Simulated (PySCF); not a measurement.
# C5H7F3O: full NMR table

```
Formula                               : C5H7F3O
SMILES                                : COC1(C(F)(F)F)CC1
InChI                                 : InChI=1S/C5H7F3O/c1-9-4(2-3-4)5(6,7)8/h2-3H2,1H3
Point group of the computed structure : C1
Degrees of unsaturation               : 1
Carbon signals                        : 4
Proton signals                        : 3
```

Structure with atom numbers: `[CH3:1][O:2][C:3]1([C:4]([F:5])([F:6])[F:7])[CH2:8][CH2:9]1`; H(Xn) means a hydrogen on atom n.

All values are calculated (PySCF 2.14): PBE0/pcSseg-1 with gauge-including orbitals, couplings computed with B3LYP/pcJ-1 (spin–dipole term only in couplings to heteroatoms), coordinates at the PBE0-D3(BJ)/def2-SVP level. Relativity neglected, isolated molecule, rapidly exchanging positions averaged, single conformer.

Scale: 1H (31.27 ppm) and 13C (184.41 ppm) vs TMS; 19F (177.25 ppm) vs CFCl3; 17O (334.56 ppm) against H2O (reference shieldings calculated alike).

| carbon | δC, type | δH (multiplicity, J in Hz) | HMBC from (abs. J ≥ 3 Hz) | span of the C tensor (ppm) |
| --- | --- | --- | --- | --- |
| C1 | 57.5, CH3 | 3.33 (q, 1.5) | – | 85 |
| C3 | 59.7, C | – | H(C1), Hb(C8)/Ha(C9) | 102 |
| C4 | 131.2, C | – | Ha(C8)/Hb(C9) | 19 |
| C8/C9 | 11.9, CH2 | Ha(C8) 0.95 (m); Hb(C8) 0.88 (m) | – | 58 |

Other nuclei:
```tsv
atoms	nucleus	environment	δ (ppm)	σ (ppm)
F5/F6/F7	19F	fluorine of a CF3 group	-85.8	263.0
O2	17O	ether oxygen	23.3	311.3
```

Selected couplings (Hz, signed; the shortest-range and largest first, 30 at most; isotopes 13C, 19F, 1H): 1J(C4,F5) -344.5, 1J(C8,Ha(C8)) 172.2, 1J(C8,Hb(C8)) 172.2, 1J(C1,H(C1)) 148.1, 2J(C3,F5) 37.3, 2J(Ha(C8),Hb(C8)) -6.1, 3J(Ha(C8),Ha(C9)) 8.4, 3J(F5,C8) 1.8, 4J(F5,Hb(C8)) 1.8, 4J(C1,F5) 1.4.

- Carbon types of the structure: 2 × C, 2 × CH2, 1 × CH3, which accounts for all hydrogens.
- δC 131.2: CF3 carbon; 3 electronegative neighbours deshield it.
- δC 59.7, 11.9: three-membered-ring carbon.
- δC 57.5: methyl carbon bonded to O; deshielded by the electronegative neighbour.
- δH 3.33: hydrogen on a methyl carbon bonded to O; its carbon carries O, an electronegative neighbour.
- δH 0.95, 0.88: hydrogen on a three-membered-ring carbon; cyclopropane-type protons are shielded by the ring.

C–F couplings over four or more bonds (about 3 Hz to the para carbon of a fluoroarene) are left out. Common functionals overestimate the size of one-bond C–F couplings by tens of Hz; these are unscaled. Multiplet labels drop couplings under 1 Hz and merge nearly equal ones. Couplings among chemically equivalent protons are left out too, so labels in AA′BB′ or AA′XX′ sets are apparent multiplicities. Unscaled 3J(H,H) at this level run about 10 % above measured values. Shifts are as computed. Against solution values, carbons near 30 ppm lie about +2 ppm off and those near 130 ppm about +5 ppm. Of 1313 compounds with measured shifts, 239 miss one by over three times the rms of a fit or turn the order of signals round; such compounds aren't used in these exercises. Unscaled 19F shifts against computed CFCl3 carry errors that often reach 10 to 50 ppm. Experimental scales use liquid or dissolved standards, which lie at an offset from isolated H2O (liquid H2O: subtract about 36 ppm).
